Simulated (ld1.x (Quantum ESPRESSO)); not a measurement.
Before and after: TM potential for rubidium (Rb)

ld1.x (Quantum ESPRESSO) 7.5 input, shortened:

```
&input
   title='Rb', zed=37., rel=2, dft='PZ', iswitch=3,
   config='[Kr] 4d-2 5s1 5p0', rel_dist='average'
 /
 &inputp
   pseudotype=2, tm=.true., lloc=2,
   nlcc=.true., new_core_ps=.true., rcore=1.85
 /
3
5S  1  0   1.00   0.00  2.90  2.90  0.0
5P  2  1   0.00   0.00  4.20  4.20  0.0
4D  3  2  -2.00   0.40  3.20  3.20  0.0
 &test
   configts(1)='5s1 5p0'
 /
```

Open shells are filled in proportion to 2j + 1 (rel_dist='average').

All-electron outer shells of the reference configuration (LDA (PZ), scalar-relativistic, ld1.x):

```tsv
shell	level (eV)	outermost node (bohr)	outermost maximum (bohr)
4p	-16.03	0.64	1.42
5s	-2.37	1.79	4.22
5p	-0.79	2.20	6.14
```

Change: wave 5s (bound): rc 2.90 bohr becomes 5s (bound): rc 2.76 bohr.

Cutoffs: the cutoffs (Ry, on a coarse ladder) from which the occupation-weighted sum of valence levels, in a spherical-Bessel basis at the reference potential, stays within 10 and 1 mRy of its value at 400 Ry; they do not see the model core or the augmentation charge, which bear on the density cutoff. Errors are all-electron minus pseudo energies relative to the spin-unpolarised reference configuration.

How do hardness, ghosts and transferability respond?

Both files are very soft, the changed one slightly harder (loose and tight cutoff 6 and 8 Ry → 8 and 10 Ry on this coarse ladder); both files keep a bound ghost (p, s).

| quantity | base | changed |
| --- | --- | --- |
| cutoff, loose | 6 Ry | 8 Ry |
| cutoff, tight | 8 Ry | 10 Ry |
| bound ghosts | s, p3/2, p1/2 | s, p3/2, p1/2 |
| tests counted (converged, no solver errors) | 1 of 2 | 1 of 2 |
| error for 5s0.5 5p0, meV [ΔE 1.66 eV] | -4.0 | -4.5 |
| s: phases at 4.57 bohr within 0.05 rad from the reference energy up to (Ry; the scan ends near 5) | n/a | 1.3 |
| p1/2: phases at 4.57 bohr within 0.05 rad from the reference energy up to (Ry; the scan ends near 5) | 0.0 | 0.0 |
| p3/2: phases at 4.57 bohr within 0.05 rad from the reference energy up to (Ry; the scan ends near 5) | 0.1 | 0.1 |
| d3/2: phases at 4.57 bohr within 0.05 rad from the reference energy up to (Ry; the scan ends near 5) | 0.9 | 0.9 |
| d5/2: phases at 4.57 bohr within 0.05 rad from the reference energy up to (Ry; the scan ends near 5) | 1.0 | 1.0 |

Base: Tests not counted: 5s0 5p1 (solver errors, printed error -1.3 eV). Changed file: Tests not counted: 5s0 5p1 (solver errors, printed error -1.3 eV). A true bound ghost makes a file unfit for plane-wave use even where its test errors are small: the radial tests pick states by their node count and pass the ghost by. Where a test does run into it, the solver fails or the error is huge.
